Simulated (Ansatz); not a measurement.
Ansatz results at the PBE0-D4/def2-TZVP geometry: HOMO energy (B3LYP/def2-TZVPP) -5.79 eV; HOMO–LUMO gap (PBE/def2-TZVPP) 3.30 eV; size of the dipole moment (PBE/def2-TZVPP) 0.68 D.

Each molecule was computed in one conformer, which needn't be the lowest.

(1) Which molecule gave them?
A. `N[CH2][InH][NH2]`
B. `CC[SiH](F)[AlH2]`
C. `CC1OB1O`
D. `N[SiH2][SiH2]F`

Results:

(1) A. The others give `CC1OB1O`: -7.48, 5.90, 2.89; `CC[SiH](F)[AlH2]`: -7.10, 3.26, 1.52; `N[SiH2][SiH2]F`: -7.26, 4.52, 1.53.

B3LYP here is the variant with VWN-RPA as its local correlation; programs differ in this.
